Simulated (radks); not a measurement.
The numbers below are computed, except where a source is named.
These are the eigenvalues of the occupied orbitals of an atom or ion with whole-number occupations (hartree). Level of theory: non-relativistic Kohn-Sham, exchange-only PBE, spin-unpolarised, spherical densities, point nucleus (a radial shooting solver on a logarithmic mesh with Libxc functionals).

1s: -161.9760
2s: -18.51595
2p: -15.51942
3s: -3.15108
3p: -2.37208
3d: -1.19195

Which element is it, and in what charge state? The configuration may be excited.

Answer. Z = 21, scandium, charge +3: Sc3+ in [Ne] 3s2 3p5 3d1. The list shows which subshells hold electrons but not how many an open one holds; the 1s level, -161.98 hartree, gives Z - s = 18.0 by -(Z - s)^2/2, which with screening narrows Z to a few neighbours, and the depths of the outer levels then fix element, charge and occupations together.
